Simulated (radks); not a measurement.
Neutral iron inside a hard spherical wall (all orbitals vanish at R), configuration held at [Ar] 3d6 4s2 and not refilled when levels cross. Calculated with a radial shooting solver on a logarithmic mesh with Libxc functionals: scalar-relativistic Kohn-Sham, PBEsol, spin-unpolarised, spherical densities, point nucleus. Eigenvalues in eV, with the zero of energy where the potential of the charges vanishes at infinity; a dash marks a level that is unbound or too diffuse for the functional's potential to be trusted. A positive occupied level is held by the wall or, in an anion where self-interaction has pushed it up, behind a barrier. The pressure on the wall is -dE/dV.

R (bohr)  E (hartree)  kinetic (hartree)    e(3s)    e(3p)   e(3d)   e(4s)  e(4p, empty)  e(5s, empty)  pressure (GPa)
free      -1271.26258           1286.318  -93.766  -59.924  -7.529  -5.311        -1.299             -               0
20        -1271.26258           1286.318  -93.766  -59.924  -7.529  -5.311        -1.299             -        < 0.0001
15        -1271.26258           1286.318  -93.766  -59.924  -7.529  -5.311        -1.295         0.324        < 0.0001
12        -1271.26256           1286.319  -93.763  -59.921  -7.527  -5.308        -1.271         0.829        0.000457
6         -1271.23271           1286.497  -92.772  -58.931  -6.574  -4.334         0.640        11.045            2.28
5         -1271.16444           1286.810  -91.459  -57.626  -5.332  -2.803         2.980        20.135            11.1
4         -1270.91946           1287.759  -88.346  -54.556  -2.393   1.513         8.911        40.549            65.6
3.5       -1270.58942           1288.920  -85.299  -51.574   0.535   6.501        15.313        60.739             179
3         -1269.86665           1291.324  -80.240  -46.637   5.584  16.284        27.256        95.749             556
2         -1263.00276           1313.017  -53.292  -19.480  35.957  90.769        109.28        302.87           10200
1.5       -1244.26274           1366.956   -6.209   30.320  91.085  250.18        269.96        663.00           74600
